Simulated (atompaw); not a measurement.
## Pseudopotential generation for Au: PAW (atompaw), PBE, scalar-relativistic.

atompaw 4.2.0.5 input, output lines left out:

```
Au 79
GGA-PBE scalarrelativistic loggrid 2001 logderivrange -3 5 201
6 6 5 4 0 0
6 0 0.5
6 1 0.5
0 0 0
c
c
c
c
c
v
c
c
c
c
v
c
c
v
c
3
2.60 2.20 1.85 2.25
y
0.4
n
y
1.05
n
y
2.05
n
y
0.25
y
1.6
n
custom polynom2 7 10 vanderbiltortho sinc
4 0 ultrasoft
2.60
2.60
2.60
2.44
2.10
2.60
2.60
2.60
```

All-electron outer shells of the reference configuration (PBE, scalar-relativistic, ld1.x):

```tsv
shell	level (eV)	outermost node (bohr)	outermost maximum (bohr)
4f	-82.28	–	0.37
5p	-60.97	0.52	0.96
5d	-8.02	0.56	1.21
6s	-6.63	1.11	2.29
6p	-1.37	1.32	3.51
```

(1) Estimate the cutoffs (Ry, on a coarse ladder) from which the occupation-weighted sum of valence levels, in a spherical-Bessel basis at the reference potential, stays within 10 and 1 mRy of its value at 400 Ry.

(2) Does the potential have ghost states?

(3) Is the overlap operator S = 1 + Σ q|β⟩⟨β| positive definite (Bessel basis up to 400 Ry)?

Answers

(1) 21 Ry and 40 Ry.

(2) Ghost state, extra bound levels that the all-electron valence spectrum of the same l lacks: s at -11.3 eV. A true bound ghost makes a file unfit for plane-wave use. The logarithmic derivative shows an extra or strongly shifted pseudo pole above the reference energy (p near 0.58 Ry).

(3) Yes: its lowest eigenvalue is 0.62 (d channel).
